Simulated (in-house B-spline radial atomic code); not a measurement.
**Ionising Br7+ with different functionals**

Computed with a radial B-spline atomic code at the basis-set limit: four-component Dirac-Coulomb Hamiltonian, Fermi nucleus of rms radius 4.1629 fm, spin-restricted, spherical fractional occupations for the functionals, and exact exchange of hybrids averaged over the configuration. The ionisation energy is the difference of two self-consistent energies, [Ar] 3d10 → [Ar] 3d9, without Breit or QED terms; ε is the level of the shell that loses the electron (mean over j). The electron is taken from both j subshells in proportion to 2j + 1, so the result is a j average, not the step between ground levels.

```csv
method,rung,ΔSCF (eV),-ε(3d) (eV)
BHandHLYP,global hybrid,192.71,186.08
PBE0,global hybrid,192.94,181.05
B3LYP,global hybrid,193.06,180.12
CAM-B3LYP,range-separated hybrid,192.99,182.11
```

Problem. Among the functionals, which spreads more, the ΔSCF values or the orbital energies?

Solution. The orbital energies: ΔSCF values span about 0.35 eV and the orbital energies 5.96 eV; here energy differences depend much less on the functional than eigenvalues do.

Problem. How do they compare with the NIST value?

Solution. NIST lists 192.61 eV ± 0.06 (measured, ground level to ground level). Errors run from +0.10 to +0.45 eV; BHandHLYP is closest (+0.10 eV), but part of that can be cancellation, since the calculations leave out Breit-QED terms, spin polarisation, the choice among j levels, multiplet and fine-structure energies.
